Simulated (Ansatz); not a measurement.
One change: `C[CH2][Cd][NH2]` becomes `C[CH2][Cd][Cl]`.

Ansatz, PBE0-D4/def2-TZVP geometries, multiplicity 1. Each molecule was computed in one conformer, which needn't be the lowest.

Elements past krypton have def2 core potentials.

| property | `C[CH2][Cd][NH2]` |
| --- | --- |
| HOMO energy (B3LYP/def2-TZVPP) / eV | -6.15 |
| HOMO energy (PBE0/def2-TZVPP) / eV | -6.38 |
| HOMO energy (ωB97M-V/def2-TZVPP) / eV | -8.69 |
| size of the dipole moment (ωB97M-V/def2-TZVPP) / D | 1.30 |
| HOMO–LUMO gap (B3LYP/def2-TZVPP) / eV | 5.66 |
| LUMO energy (PBE0/def2-TZVPP) / eV | -0.19 |

Q: Give the same properties after the change, and the shifts. (Best estimate.)

A: Computed: 
```csv
property,`C[CH2][Cd][Cl]`,shift
HOMO energy (B3LYP/def2-TZVPP) / eV,-7.52,-1.37
HOMO energy (PBE0/def2-TZVPP) / eV,-7.69,-1.31
HOMO energy (ωB97M-V/def2-TZVPP) / eV,-9.79,-1.10
size of the dipole moment (ωB97M-V/def2-TZVPP) / D,3.34,2.04
HOMO–LUMO gap (B3LYP/def2-TZVPP) / eV,6.40,0.74
LUMO energy (PBE0/def2-TZVPP) / eV,-0.82,-0.63
```

With PBE0 the HOMO falls by 1.31 eV and the LUMO falls by 0.63 eV, so the gap widens by about 0.68 eV. PBE moves the HOMO by -1.55 eV and ωB97M-V by -1.10 eV. Dipoles are sizes alone; their direction can turn.

B3LYP here is the variant with VWN-RPA as its local correlation; programs differ in this.
